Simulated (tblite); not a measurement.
Compound: C₅H₁₁O₂ (doublet state).
Bonds: C1–C2, C2–O3, O3–C4, C4–O5, O5–C6, C6–C7. Hydrogens: H8, H9, H10 on C1; H11 on C2; H12, H13 on C4; H14, H15 on C6; H16, H17, H18 on C7.

Computed with GFN2-xTB (tblite), gas phase: L-BFGS steps from a force-field or distance-geometry start until the largest atomic force falls under 0.01 eV/Å.

Geometry at step 1:
```
atom  x, y, z in Å
C1     -3.2724    0.4128    0.5277
C2     -2.1670   -0.5692    0.4707
O3     -0.9951   -0.1934   -0.1446
C4      0.0434   -1.1420   -0.0240
O5      1.2172   -0.7216   -0.6273
C6      1.7890    0.4296   -0.0046
C7      3.0931    0.7873   -0.7015
H8     -3.7940    0.3397    1.4842
H9     -2.9007    1.4302    0.4199
H10    -3.9965    0.2153   -0.2714
H11    -2.3060   -1.6191    0.6656
H12    -0.2676   -2.0849   -0.5067
H13     0.2243   -1.3615    1.0555
H14     1.9893    0.2021    1.0542
H15     1.0899    1.2752   -0.0620
H16     3.7878   -0.0476   -0.6407
H17     3.5481    1.6612   -0.2326
H18     2.9084    0.9926   -1.7541
```

Question: What forces act on the atoms?

Answer: 
```json
{"atom": "C1", "Fx (eV/Å)": "0.027", "Fy (eV/Å)": "-0.097", "Fz (eV/Å)": "-0.026"}
{"atom": "C2", "Fx (eV/Å)": "0.204", "Fy (eV/Å)": "0.169", "Fz (eV/Å)": "0.075"}
{"atom": "O3", "Fx (eV/Å)": "0.175", "Fy (eV/Å)": "-0.104", "Fz (eV/Å)": "0.124"}
{"atom": "C4", "Fx (eV/Å)": "0.169", "Fy (eV/Å)": "-0.071", "Fz (eV/Å)": "0.043"}
{"atom": "O5", "Fx (eV/Å)": "-0.403", "Fy (eV/Å)": "0.157", "Fz (eV/Å)": "0.109"}
{"atom": "C6", "Fx (eV/Å)": "0.097", "Fy (eV/Å)": "0.028", "Fz (eV/Å)": "-0.002"}
{"atom": "C7", "Fx (eV/Å)": "0.048", "Fy (eV/Å)": "-0.083", "Fz (eV/Å)": "-0.109"}
{"atom": "H8", "Fx (eV/Å)": "-0.035", "Fy (eV/Å)": "-0.062", "Fz (eV/Å)": "-0.065"}
{"atom": "H9", "Fx (eV/Å)": "0.077", "Fy (eV/Å)": "-0.130", "Fz (eV/Å)": "-0.088"}
{"atom": "H10", "Fx (eV/Å)": "-0.099", "Fy (eV/Å)": "0.129", "Fz (eV/Å)": "0.053"}
{"atom": "H11", "Fx (eV/Å)": "-0.085", "Fy (eV/Å)": "0.008", "Fz (eV/Å)": "-0.005"}
{"atom": "H12", "Fx (eV/Å)": "0.175", "Fy (eV/Å)": "0.098", "Fz (eV/Å)": "-0.098"}
{"atom": "H13", "Fx (eV/Å)": "-0.090", "Fy (eV/Å)": "0.126", "Fz (eV/Å)": "-0.073"}
{"atom": "H14", "Fx (eV/Å)": "-0.095", "Fy (eV/Å)": "0.011", "Fz (eV/Å)": "0.009"}
{"atom": "H15", "Fx (eV/Å)": "-0.009", "Fy (eV/Å)": "-0.114", "Fz (eV/Å)": "0.022"}
{"atom": "H16", "Fx (eV/Å)": "-0.019", "Fy (eV/Å)": "0.016", "Fz (eV/Å)": "0.019"}
{"atom": "H17", "Fx (eV/Å)": "-0.135", "Fy (eV/Å)": "-0.122", "Fz (eV/Å)": "-0.063"}
{"atom": "H18", "Fx (eV/Å)": "-0.003", "Fy (eV/Å)": "0.038", "Fz (eV/Å)": "0.075"}
```

The largest, 0.45 eV/Å, acts on O5; the rms over all components is 0.108 eV/Å. The forces sum to zero within rounding, as they must for an isolated molecule in no field.

Question: Give the force on O5 in Eh/bohr and in nN.

Answer: 0.446 eV/Å ÷ 51.422 = 0.00867 Eh/bohr, and 0.446 eV/Å × 1.602 = 0.71 nN.

Question: How far is this geometry from the end of the optimisation?

Answer: 0.037 eV above it, and 0.120 Å rms away after alignment. The bonds farthest from their final lengths, with half the difference of the two atoms' forces along the bond (positive lengthens):

| bond | now (Å) | final (Å) | force along bond (eV/Å) |
| --- | --- | --- | --- |
| C4–O5 | 1.385 | 1.374 | -0.22 |
| O3–C4 | 1.412 | 1.404 | -0.02 |
| O5–C6 | 1.428 | 1.423 | +0.02 |
| C7–H17 | 1.091 | 1.086 | -0.04 |
| C4–H13 | 1.116 | 1.112 | -0.10 |
| C1–H8 | 1.092 | 1.089 | 0.00 |

The angle farthest from its final value is C1–C2–O3, 118.2° against 116.0°.

What follows is the cost of the whole relaxation. On one thread, Arm Neoverse V1 (aarch64), shared host with 32 logical CPUs at a one-minute load of 21, this took 0.35 s of wall time.
